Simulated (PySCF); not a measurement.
C4H10N, SMILES [CH2]CNCC, multiplicity 2.

Geometry: PBE0-D3(BJ)/def2-SVP. The isomer is the one that the SMILES or the coordinates give; other isomers of the formula were not compared. Other conformers were not sampled.

Calculation: PySCF with TDA-PBE/def2-SVPD.

Vertical excitations. Gas-phase values at a fixed geometry.

Computed excitation energies, oscillator strengths and character:
```json
[
 {"state": "root 1", "energy (eV)": "2.60", "λ (nm)": "477", "f": "0.014", "main pairs": "β HOMO→LUMO 99 %"},
 {"state": "root 2", "energy (eV)": "4.64", "λ (nm)": "267", "f": "0.013", "main pairs": "α HOMO→LUMO 100 %"},
 {"state": "root 3", "energy (eV)": "5.13", "λ (nm)": "242", "f": "0.001", "main pairs": "α HOMO→LUMO+1 95 %"},
 {"state": "root 4", "energy (eV)": "5.20", "λ (nm)": "239", "f": "0.003", "main pairs": "α HOMO−1→LUMO 13 %, β HOMO→LUMO+1 81 %"},
 {"state": "root 5", "energy (eV)": "5.36", "λ (nm)": "231", "f": "0.010", "main pairs": "α HOMO−1→LUMO 84 %, β HOMO→LUMO+1 14 %"},
 {"state": "root 6", "energy (eV)": "5.40", "λ (nm)": "230", "f": "0.012", "main pairs": "α HOMO→LUMO+2 78 %, α HOMO→LUMO+3 21 %"},
 {"state": "root 7", "energy (eV)": "5.41", "λ (nm)": "229", "f": "0.002", "main pairs": "α HOMO→LUMO+3 78 %, α HOMO→LUMO+2 21 %"},
 {"state": "root 8", "energy (eV)": "5.70", "λ (nm)": "218", "f": "0.001", "main pairs": "β HOMO−1→LUMO 98 %"},
 {"state": "root 9", "energy (eV)": "5.73", "λ (nm)": "216", "f": "0.000", "main pairs": "α HOMO−1→LUMO+1 9 %, β HOMO→LUMO+2 89 %"},
 {"state": "root 10", "energy (eV)": "5.86", "λ (nm)": "212", "f": "0.004", "main pairs": "α HOMO−1→LUMO+1 56 %, β HOMO−2→LUMO 36 %, β HOMO→LUMO+2 6 %"}
]
```
Unrestricted roots are not spin-pure.
